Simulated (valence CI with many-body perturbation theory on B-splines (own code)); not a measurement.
# E1 line list for Ti I

Method: valence CI with perturbative core correlation (CI+MBPT): four valence electrons over a frozen Dirac-Fock core [Ar], a basis of 7 s, 7 p, 8 d, 6 f, 4 g, 1 h functions for each j, with the one-electron correlation potential Σ1, the two-electron term Σ2, the three-electron term Σ3, Breit, model QED; selected CI, second order for the rest, scaled by the run's own slope (own B-spline code, finite nucleus).

Against 74 measured levels this calculation errs by 268 cm⁻¹ on average and by 483 at most. These come from a selection out of the NIST Handbook of Basic Atomic Spectroscopic Data. Levels without a partner in it may be off by more, other configurations by 1,000 to 4,000 cm⁻¹. Among the levels kept, up to 820 cm⁻¹ of a level comes from second order outside the variational space, and about a tenth of that is noise between levels of different J, which matters for small intervals. 3 measured levels below the end of the list, from 27355 cm⁻¹ on, found no clear computed partner, and computed levels of the same name lie up to 117 cm⁻¹ from them.

Lines 1 to 50 of 529 in falling wavelength, among levels below 3.897 eV, chosen from the strongest by gf and those to the six lowest levels. Wavelengths and rates use the calculated energies, so an error of 300 cm⁻¹ moves a line at 24640 Å by 7.4 % and its rate by three times that or more. Electric multipoles are in the length gauge, E1 and E2 with the static RPA response of the core. Weak lines are less certain than strong ones. Lines between different terms over intervals too small for the method are left out, as are lines whose strength nearly cancels and 12 of this kind that miss the measured wavelength by over 7 %. Where a level lies close to another of its J and parity, the split of strength between their lines is uncertain. The highest levels of a list are the least certain. Branching is blank where the lifetime is uncertain.

Names give the largest LS component (configuration and term), which can be under half, so a name can repeat, a term be missing and a line seem to break the LS rules; names also repeat where a configuration has a term twice. Letters in brackets count levels of one name in rising energy.

```csv
λ vac (Å),Upper,Lower,A (s⁻¹),log gf,Branch %
24640,3d3 4s 3F_4 [b],3d2 4s 4p 3G°_5 [a],8.39e+03,-2.16,14.5
24170,3d2 4s 4p 3F°_4 [b],3d3 4s 1H_5,5.63e+03,-2.35,0.0
23980,3d2 4s 4p 3G°_3 [b],3d3 4s 3F_2 [b],3.31e+04,-1.70,0.0
23600,3d3 4s 3F_3 [b],3d2 4s 4p 3G°_4 [a],9.39e+03,-2.26,15.1
23520,3d2 4s 4p 3G°_4 [b],3d3 4s 3F_3 [b],3.37e+04,-1.60,0.0
22930,3d2 4s 4p 3G°_5 [b],3d3 4s 3F_4 [b],3.49e+04,-1.52,0.0
22880,3d3 4s 3F_2 [b],3d2 4s 4p 3G°_3 [a],1.11e+04,-2.36,16.8
18520,3d2 4s 4p 3S°_1,3d3 4s 3P_2 [b],1.31e+05,-1.70,2.4
18380,3d2 4s 4p 3S°_1,3d3 4s 3P_0 [b],1.99e+04,-2.52,0.4
18350,3d2 4s 4p 3S°_1,3d3 4s 3P_1 [b],6.66e+04,-2.00,1.2
17970,3d2 4s 4p 3D°_1 [c],3d3 4s 3F_2 [b],4.77e+05,-1.16,2.4
17960,3d2 4s 4p 3D°_2 [c],3d3 4s 3F_2 [b],5.21e+04,-1.90,0.3
17890,3d2 4s 4p 3D°_2 [c],3d3 4s 3F_3 [b],4.27e+05,-0.99,2.1
17860,3d2 4s 4p 3D°_3 [c],3d3 4s 3F_3 [b],3.76e+04,-1.90,0.2
17750,3d2 4s 4p 3D°_3 [c],3d3 4s 3F_4 [b],4.48e+05,-0.83,2.2
17650,3d2 4s 4p 3G°_3 [a],3d3 4s 3G_4,1.83e+04,-2.22,0.7
17590,3d2 4s 4p 1G°_4,3d3 4s 1G_4,7.96e+04,-1.48,4.9
17500,3d2 4s 4p 3G°_3 [a],3d3 4s 3G_3,1.59e+05,-1.29,5.9
17490,3d2 4s 4p 3G°_4 [a],3d3 4s 3G_5,1.69e+04,-2.16,0.6
17430,3d3 4s 3F_4 [b],3d2 4s 4p 3D°_3 [a],3.42e+04,-1.85,59.2
17300,3d2 4s 4p 3G°_4 [a],3d3 4s 3G_4,1.54e+05,-1.21,5.5
17290,3d2 4s 4p 3S°_1,3d3 4s 3P_1 [a],3.47e+04,-2.33,0.6
17250,3d3 4s 1F_3,3d2 4s 4p 1F°_3,6.21e+04,-1.71,
17160,3d2 4s 4p 3G°_4 [a],3d3 4s 3G_3,8.82e+03,-2.46,0.3
17130,3d3 4p 3D°_1 [a],3d3 4s 3P_0 [b],4.94e+04,-2.19,0.1
17090,3d3 4p 3D°_1 [a],3d3 4s 3P_1 [b],4.61e+04,-2.22,0.1
17060,3d2 4s 4p 3G°_5 [a],3d3 4s 3G_5,1.74e+05,-1.08,5.9
17050,3d2 4s 4p 3S°_1,3d3 4s 3P_0 [a],2.37e+04,-2.51,0.4
16970,3d3 4s 3F_3 [b],3d2 4s 4p 3D°_2 [a],3.34e+04,-2.00,53.8
16880,3d2 4s 4p 3G°_5 [a],3d3 4s 3G_4,7.55e+03,-2.45,0.3
16870,3d3 4p 3D°_2 [a],3d3 4s 3P_2 [b],2.36e+04,-2.30,0.0
16790,3d2 4s 4p 5S°_2,3d3 4s 3P_2 [a],2.00e+04,-2.37,0.8
16730,3d3 4p 3D°_2 [a],3d3 4s 3P_1 [b],7.65e+04,-1.79,0.1
16710,3d3 4s 3F_2 [b],3d2 4s 4p 3D°_1 [a],3.47e+04,-2.14,52.5
16630,3d2 4s 4p 3P°_2,3d3 4s 3P_2 [b],3.15e+04,-2.18,0.5
16540,3d2 4s 4p 3P°_1,3d3 4s 3P_2 [b],3.46e+04,-2.37,2.6
16330,3d3 4p 3D°_3 [a],3d3 4s 3P_2 [b],1.64e+05,-1.34,0.2
16170,3d3 4p 3D°_1 [a],3d3 4s 3P_1 [a],2.59e+04,-2.52,0.0
15960,3d3 4p 3D°_1 [a],3d3 4s 3P_0 [a],6.23e+04,-2.15,0.1
15950,3d3 4s 3F_4 [b],3d2 4s 4p 3F°_4 [a],1.13e+04,-2.41,19.6
15900,3d2 4s 4p 3P°_2,3d3 4s 3P_2 [a],1.36e+05,-1.59,2.3
15850,3d3 4p 3D°_2 [a],3d3 4s 3P_1 [a],8.40e+04,-1.80,0.1
15820,3d2 4s 4p 3P°_1,3d3 4s 3P_2 [a],1.16e+05,-1.88,8.7
15660,3d2 4s 4p 1D°_2 [b],3d3 4s 1D_2,1.12e+05,-1.69,0.6
15630,3d2 4s 4p 3P°_2,3d3 4s 3P_1 [a],2.54e+04,-2.33,0.4
15630,3d3 4p 3D°_3 [a],3d3 4s 3P_2 [a],2.40e+04,-2.21,0.0
15550,3d2 4s 4p 3P°_1,3d3 4s 3P_1 [a],5.52e+04,-2.22,4.1
15480,3d2 4s 4p 3P°_0,3d3 4s 3P_1 [a],3.06e+05,-1.96,36.4
15360,3d2 4s 4p 3P°_1,3d3 4s 3P_0 [a],7.27e+04,-2.11,5.4
15260,3d2 4s 4p 1D°_2 [b],3d3 4s 1P_1,2.15e+05,-1.42,1.2
```

How does gf follow from A for the line at 22880 Å?

gf = 1.4992 × (2J+1)_upper × A / σ², with σ = 4372 cm⁻¹ and 2J+1 = 5: gf = 0.00435.
